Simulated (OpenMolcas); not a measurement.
Re4+: moving the ligands

Re4+ with 6 ligands (fluoride) in tetragonal octahedral coordination (D4h) at 1.94 Å, the axial distance 2.018 Å. A charge of +0.333 e stands 2.6 Å behind each ligand. Ligand basis ANO-RCC-VDZP.

```json
{
 "Program": "OpenMolcas 26.06",
 "Method": "CASSCF",
 "Basis": "ANO-RCC-VDZP [7s6p4d2f1g]",
 "Scalar Hamiltonian": "DKH2, point nucleus",
 "Active space": "3 electrons in 5 orbitals (5d)",
 "State averaging": "2S+1 = 4 even, 10 roots; 2S+1 = 2 even, 40 roots",
 "Spin-orbit coupling": "state interaction with AMFI integrals over the reference wave functions"
}
```

Runs around this geometry, states (labels of D4, the rotations of D4h). Energies in cm-1 above the lowest state or level, χT in cm3 K/mol.

```json
{"R (Å)": "1.91", "Axial / equatorial distance": "1.04", "Ground state": "2S+1 = 4", "First state of that spin": "4E 34068", "First gap with spin-orbit (degeneracies)": "40.7 (2, 2)", "χT at 300 K": "1.432", "First state of another spin": "2S+1 = 2: 14211"}
{"R (Å)": "1.94", "Axial / equatorial distance": "1.04", "Ground state": "2S+1 = 4", "First state of that spin": "4E 31828", "First gap with spin-orbit (degeneracies)": "43.8 (2, 2)", "χT at 300 K": "1.401", "First state of another spin": "2S+1 = 2: 14252"}
{"R (Å)": "1.94", "Axial / equatorial distance": "1.092", "Ground state": "2S+1 = 4", "First state of that spin": "4E 26671", "First gap with spin-orbit (degeneracies)": "103.9 (2, 2)", "χT at 300 K": "1.340", "First state of another spin": "2E 14010"}
```

Taking the first state of the same spin as R^-n, n = -ln(31828 / 34068) / ln(1.94 / 1.91) = 4.4 between the shortest and longest distance.

Without dynamic correlation the repulsion within the d shell is too large (B by tens of per cent), so at a given field states of lower spin stand too high. With metal d orbitals alone the field can be off either way by tens of per cent. Ligand-to-metal charge-transfer states are missing. With no ligand orbital active B as a rule stays too high, so bands that hang on it stand too high and its fall with covalency is understated. The least metal-like active orbital is 75 % on the metal (Löwdin) and no ligand orbital is active, so the numbers are rough (holds for R = 1.91, ratio = 1.04). The least metal-like active orbital is 76 % on the metal (Löwdin) and no ligand orbital is active, so the numbers are rough (holds for R = 1.94, ratio = 1.04; R = 1.94, ratio = 1.092). No measured value stands beside these numbers; the geometry is a model, was not optimised and need not be the one that this ion takes.

A state without a sure symmetry label is named by its multiplicity alone.
